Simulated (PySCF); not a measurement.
Two-component Hartree-Fock for N³⁺ (nitrogen, charge +3)

Start: [He] 2s1 2p1; 2s1/2 filled at m_j = +1/2; 2p3/2 filled at m_j = +3/2. Calculated with PySCF 2.14 in x2c-TZVPall-2c: generalised Hartree-Fock with the X2C-1e Hamiltonian and a Gaussian nucleus; one run each with spin-orbit coupling (SO) switched off, then screened by Boettger's factors. This is a chosen level, not necessarily the ground level.

```tsv
spinor shell	electrons	ε, spin-free (eV)	ε, screened SO (eV)	weight of nominal j (screened SO)	rms radius, screened SO (bohr)
1s1/2	2	-490.38	-490.38	1.000	0.264
2s1/2	1	-79.199	-79.201	1.000	1.19
2p3/2	1	-69.034	-69.024	1.000	1.14
```

| quantity | spin-free | screened SO |
| --- | --- | --- |
| E (hartree) | -50.88175 | -50.88138 |
| M_J | 2 | 2 |
| ⟨J²⟩ | 6.001 | 6.001 |
| ⟨L²⟩ | 2.001 | 2.001 |
| ⟨S²⟩ | 2.000 | 2.000 |

Each row is a mean over spinors that exchange with the open shell spreads, by up to 4.036 eV (1s1/2).

Without spin-orbit coupling the j labels of p, d and f shells carry no meaning; the spin-free column gives the mean over the occupied spinors of each nl shell.
